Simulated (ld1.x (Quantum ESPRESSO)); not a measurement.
## Before and after: PAW potential for cobalt

Co, PAW, made with ld1.x (Quantum ESPRESSO) 7.5 (Wu–Cohen, scalar-relativistic). Core [Ne] 3s2, reference 3p6 3d7 4s1.5 4p0 (charge +0.5). Waves: 4s (bound): rcut 1.90, rcutus 2.40 bohr; 4s channel at 0.15 Ry: rcut 1.90, rcutus 2.40 bohr; 3p (bound): rcut 1.10, rcutus 1.25 bohr; 4p (bound, empty): rcut 1.10, rcutus 1.25 bohr; 3d (bound): rcut 1.10, rcutus 1.50 bohr; 3d channel at 0.3 Ry: rcut 1.10, rcutus 1.50 bohr. Local part: all-electron potential smoothed inside 2.35 bohr (lloc = -1). Core correction: Bessel-smoothed model core, default radius (core density twice the valence density). Augmentation charge: PSQ, inside the norm-conserving radii.

All-electron outer shells of the reference configuration (Wu–Cohen, scalar-relativistic, ld1.x):

| shell | level (eV) | outermost node (bohr) | outermost maximum (bohr) |
| --- | --- | --- | --- |
| 3s | -106.42 | 0.31 | 0.66 |
| 3p | -69.79 | 0.28 | 0.68 |
| 3d | -12.44 | – | 0.66 |
| 4s | -9.03 | 0.96 | 2.26 |
| 4p | -4.17 | 1.05 | 2.91 |

Change: waves 4s (bound): rcut 1.90, rcutus 2.86 bohr; 4s channel at 0.15 Ry: rcut 1.90, rcutus 2.86 bohr.

Cutoffs: the cutoffs (Ry, on a coarse ladder) from which the occupation-weighted sum of valence levels, in a spherical-Bessel basis at the reference potential, stays within 10 and 1 mRy of its value at 400 Ry; they do not see the model core or the augmentation charge, which bear on the density cutoff. Errors are all-electron minus pseudo energies relative to the spin-unpolarised reference configuration.

Task: What does the change do?

Result: The potential gets neither clearly harder nor softer (70 Ry and 110 Ry → 70 Ry and 110 Ry); of the 7 tests that both files solve, the error grows in 0 and shrinks in 2 by more than 15 % and 0.3 meV (median size 2.0 → 1.0 meV); neither file shows a bound ghost.

```csv
quantity,base,changed
"cutoff, loose",70 Ry,70 Ry
"cutoff, tight",110 Ry,110 Ry
bound ghosts,none,none
"error for 3p6 3d7 4s2 4p0, meV [ΔE -3.62 eV]",+0.3,+0.4
"error for 3p6 3d7 4s1 4p0, meV [ΔE 5.44 eV]",-0.7,-0.7
"error for 3p6 3d7 4s0 4p0, meV [ΔE 22.12 eV]",-4.7,-4.6
"error for 3p6 3d7.5 4s1.5 4p0, meV [ΔE -4.58 eV]",-2.0,-1.0
"error for 3p6 3d8 4s0 4p0, meV [ΔE 2.78 eV]",-22,-22
"error for 3p6 3d7 4s0 4p2, meV [ΔE 5.45 eV]",-1.1,-1.0
"error for 3p6 3d6 4s2 4p1, meV [ΔE 6.09 eV]",-16,+12
lowest overlap eigenvalue by channel,"s 0.40, p 0.23, d 1.00","s 0.38, p 0.23, d 1.00"
```
